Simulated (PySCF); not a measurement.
## How methods differ on the excitation energy of Au

Au [Xe] 4f14 5d10 6s1 (2S) → Au [Xe] 4f14 5d9 6s2 (2D), as a difference of total energies. Computed with PySCF 2.14 in aug-cc-pwCVDZ-PP with ECP60MDF (6s6p5d3f, 70 functions), with scalar relativity through the core potential. Correlated levels: valence: 5s2 5p6 frozen; valence and next inner shell: nothing frozen outside the core potential. The calculations carry no spin-orbit coupling.

Order these methods by the excitation energy they give, lowest first.
A. PBE0
B. B2PLYP
C. wB97M-V
D. SCS-MP2 (valence)

B (1.761 eV), D (1.796 eV), A (1.839 eV), C (1.870 eV).

Errors of the correlated levels include the incompleteness of this basis and the frozen core.

For comparison: 1.745 eV (measured; NIST levels, between the centres of gravity of the two terms).
